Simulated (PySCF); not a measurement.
PySCF 2.14 output of an unrestricted TPSSh calculation on a single atom or ion in aug-cc-pV(D+d)Z, with no relativity, point nucleus:

```
SCF conv_tol = 1e-09
number electrons alpha = 9  beta = 6
    V. N. Staroverov, G. E. Scuseria, J. Tao, and J. P. Perdew.,  J. Chem. Phys. 119, 12129 (2003)
cycle= 1 E= -289.43533752488  delta_E= -0.00217  |g|= 0.00659  |ddm|= 0.242
cycle= 2 E= -289.435369036997  delta_E= -3.15e-05  |g|= 0.00536  |ddm|= 0.0595
cycle= 3 E= -289.435413495675  delta_E= -4.45e-05  |g|= 0.000884  |ddm|= 0.0309
cycle= 4 E= -289.435414260397  delta_E= -7.65e-07  |g|= 5.8e-05  |ddm|= 0.00396
cycle= 5 E= -289.435414265564  delta_E= -5.17e-09  |g|= 3.71e-06  |ddm|= 0.000674
cycle= 6 E= -289.435414265584  delta_E= -2.04e-11  |g|= 7.85e-09  |ddm|= 2.18e-05
converged SCF energy = -289.435414265584  <S^2> = 3.7512596  2S+1 = 4.0006297
```

The run itself started from symmetry-adapted Hartree-Fock orbitals and held the occupation by maximum overlap, on a logarithmic radial grid, so the iterations belong to that start.

**Question.** Which element, charge and spin multiplicity is this?

**Answer.** Si⁻ (silicon, charge -1), multiplicity 4; the state was [Ne] 3s2 3p3, high-spin 4S determinant.

At TPSSh the highest occupied level has a positive energy, so only the finite basis holds that electron; in a semilocal or global hybrid functional this comes from self-interaction and does not mean that the real anion is unbound.
